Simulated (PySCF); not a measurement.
# SMILES B[Si@@H]1C[C@@H]1Cl, C2H6BClSi

Geometry (Å), atoms numbered from 1 in this order:
```xyz
11

B     1.8560   -0.8024    0.6325
Si    0.6674    0.5696    0.0588
C    -1.2104    0.4208    0.4476
C    -0.9071    0.1197   -0.9803
Cl   -1.1780   -1.5299   -1.5288
H     2.9835   -0.5658    0.8399
H     1.4918   -1.9014    0.8009
H     0.9092    1.9858   -0.2492
H    -1.5352   -0.4155    1.0482
H    -1.7972    1.3095    0.6290
H    -1.2746    0.8122   -1.7247
```

Method used: TDDFT wB97X-D/aug-cc-pVDZ circular dichroism and optical rotation, one conformer, gas phase in PySCF 2.14.0. Geometry: GFN2-xTB.

Stereocentres: Si2 R, C4 S.

Task: Give the optical rotatory dispersion at 633, 589.3, 546, 436, 405, 365, 355 nm.

Result: [α] in deg dm⁻¹ (g/mL)⁻¹:
| λ (nm) | origin-invariant length gauge | modified velocity gauge | length gauge (centre of mass) | isotropic polarisability (au) |
| --- | --- | --- | --- | --- |
| 633 | +425.0 | +452.3 | +417.3 | 90.9 |
| 589.3 | +531.8 | +564.9 | +522.0 | 92.0 |
| 546 | +688.3 | +729.6 | +675.6 | 93.3 |
| 436 | +1781.4 | +1871.5 | +1746.8 | 101.0 |
| 405 | +2726.2 | +2852.4 | +2671.5 | 106.3 |
| 365 | +6272.0 | +6511.5 | +6132.7 | 122.8 |
| 355 | +8604.4 | +8907.8 | +8403.8 | 132.5 |

The shortest wavelength is close to the first absorption, where this undamped response comes out too large.

Task: And for the mirror image at 589.3 nm?

Result: -531.8 deg dm⁻¹ (g/mL)⁻¹ (origin-invariant length gauge): the same size and the opposite sign.

Task: What is the molar rotation [Φ] = [α]·M/100 of the geometry above at 589.3 nm?

Result: With M = 104.42 g/mol, +555.2 deg cm² dmol⁻¹ (origin-invariant length gauge).

The first excitation lies at 3.86 eV (321 nm) with R = +27.7 × 10⁻⁴⁰ esu² cm² (velocity form).
